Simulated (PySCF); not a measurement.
Correlation energy of Tl⁴⁵⁺ (thallium, charge +45)

Starting occupation: [Kr]. Calculation: PySCF 2.14, in an even-tempered Gaussian basis (16 s from 6 bohr⁻², ratio 2.8; 14 p from 7.8 bohr⁻², ratio 2.8; 8 d from 14 bohr⁻², ratio 2.8; 4 f from 37 bohr⁻², ratio 3); X2C-1e with screened-nucleus spin-orbit coupling, Gaussian nucleus. Frozen: [Ne]; 26 electrons correlated; the 78 highest virtual spinors left out.

MP2 pair energies summed by pair of shells (mhartree):

```tsv
pair	energy	share (%)
3d3/2-3d5/2	-181.82	16.2
3d5/2-3d5/2	-129.09	11.5
4p3/2-4p3/2	-103.98	9.3
4p1/2-4p3/2	-91.67	8.2
3d5/2-4p3/2	-69.12	6.2
3d3/2-3d3/2	-56.03	5.0
3d5/2-3p3/2	-50.92	4.5
3d3/2-4p3/2	-44.86	4.0
3d5/2-4p1/2	-41.51	3.7
3d3/2-3p3/2	-34.84	3.1
3d3/2-4p1/2	-26.47	2.4
3d5/2-3p1/2	-23.82	2.1
4p1/2-4p1/2	-23.60	2.1
3d5/2-3s1/2	-19.66	1.8
3p3/2-3p3/2	-19.51	1.7
3d5/2-4s1/2	-19.12	1.7
3p3/2-4p3/2	-18.98	1.7
3p1/2-3p3/2	-18.65	1.7
3d3/2-3p1/2	-15.84	1.4
3d3/2-3s1/2	-13.46	1.2
4p3/2-4s1/2	-12.47	1.1
3d3/2-4s1/2	-12.41	1.1
3p3/2-4p1/2	-12.21	1.1
3p3/2-4s1/2	-10.38	0.9
3p3/2-3s1/2	-9.67	0.9
4s1/2-4s1/2	-9.48	0.8
3p1/2-4p3/2	-8.11	0.7
4p1/2-4s1/2	-7.72	0.7
3p1/2-3s1/2	-5.29	0.5
3s1/2-4p3/2	-5.20	0.5
```

Total MP2 correlation energy: -1119.3 mhartree.

At this charge the one-electron X2C treatment keeps the bare 1/r₁₂, with no two-electron picture change or Breit term. The effect here is smaller than on the frozen 1s shell.
